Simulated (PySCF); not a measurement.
Molfile (atoms numbered from 1):
```
C5H4F3O
     RDKit          3D

 13 13  0  0  0  0  0  0  0  0999 V2000
   -0.5293    1.3508    1.0052 O   0  0  0  0  0  0  0  0  0  0  0  0
   -0.4195    0.5369    0.0096 C   0  0  0  0  0  0  0  0  0  0  0  0
    1.0447    0.4416   -0.4248 C   0  0  0  0  0  0  0  0  0  0  0  0
    1.5006    1.4465   -1.2274 F   0  0  0  0  0  0  0  0  0  0  0  0
    1.9702   -0.3434    0.1090 C   0  0  0  0  0  0  0  0  0  0  0  0
    3.3192   -0.2378   -0.0411 F   0  0  0  0  0  0  0  0  0  0  0  0
    1.7206   -1.4164    0.8745 F   0  0  0  0  0  0  0  0  0  0  0  0
   -1.1986   -0.7623   -0.2002 C   0  0  0  0  0  0  0  0  0  0  0  0
   -1.3906    0.3904   -1.1634 C   0  0  0  0  0  0  0  0  0  0  0  0
   -2.0082   -0.9696    0.4845 H   0  0  0  0  0  0  0  0  0  0  0  0
   -0.6854   -1.6447   -0.5589 H   0  0  0  0  0  0  0  0  0  0  0  0
   -2.3266    0.9279   -1.1099 H   0  0  0  0  0  0  0  0  0  0  0  0
   -1.0013    0.2807   -2.1679 H   0  0  0  0  0  0  0  0  0  0  0  0
  1  2  1  0
  2  3  1  0
  3  4  1  0
  3  5  2  3
  5  6  1  0
  5  7  1  0
  2  8  1  0
  8  9  1  0
  9  2  1  0
  8 10  1  0
  8 11  1  0
  9 12  1  0
  9 13  1  0
M  CHG  1   1  -1
M  END
```

Geometry: GFN2-xTB; GIAO absolute shieldings from PySCF, gas phase, non-relativistic, averaged over equivalent atoms.

At WP04/pcSseg-0 (89 basis functions, 7.9 s wall time on 1 thread of an Arm Neoverse V2, shared host):
```json
{"atoms": "O1", "σ (ppm)": "184.1"}
{"atoms": "C5", "σ (ppm)": "4.8"}
{"atoms": "C3", "σ (ppm)": "12.5"}
{"atoms": "C2", "σ (ppm)": "106.9"}
{"atoms": "C8/C9", "σ (ppm)": "166.8"}
{"atoms": "F6", "σ (ppm)": "303.9"}
{"atoms": "F7", "σ (ppm)": "310.6"}
{"atoms": "F4", "σ (ppm)": "351.4"}
{"atoms": "H11/H13", "σ (ppm)": "32.65"}
{"atoms": "H10/H12", "σ (ppm)": "33.59"}
```

Q: Estimate the result of repeating the calculation with PBE0/pcSseg-1.

A: 
```json
{"atoms": "O1", "σ at PBE0/pcSseg-1": "226.3", "change": "+42.2"}
{"atoms": "C5", "σ at PBE0/pcSseg-1": "19.4", "change": "+14.6"}
{"atoms": "C3", "σ at PBE0/pcSseg-1": "29.9", "change": "+17.4"}
{"atoms": "C2", "σ at PBE0/pcSseg-1": "118.7", "change": "+11.8"}
{"atoms": "C8/C9", "σ at PBE0/pcSseg-1": "172.8", "change": "+6.0"}
{"atoms": "F6", "σ at PBE0/pcSseg-1": "301.1", "change": "-2.8"}
{"atoms": "F7", "σ at PBE0/pcSseg-1": "312.8", "change": "+2.2"}
{"atoms": "F4", "σ at PBE0/pcSseg-1": "362.2", "change": "+10.8"}
{"atoms": "H11/H13", "σ at PBE0/pcSseg-1": "31.50", "change": "-1.15"}
{"atoms": "H10/H12", "σ at PBE0/pcSseg-1": "32.09", "change": "-1.50"}
```

The largest change is at O1 (oxygen bonded to C). Cost: 173 basis functions, 22 s wall time on 1 thread of an Arm Neoverse V2, shared host. The order of the carbon signals is the same at both levels.
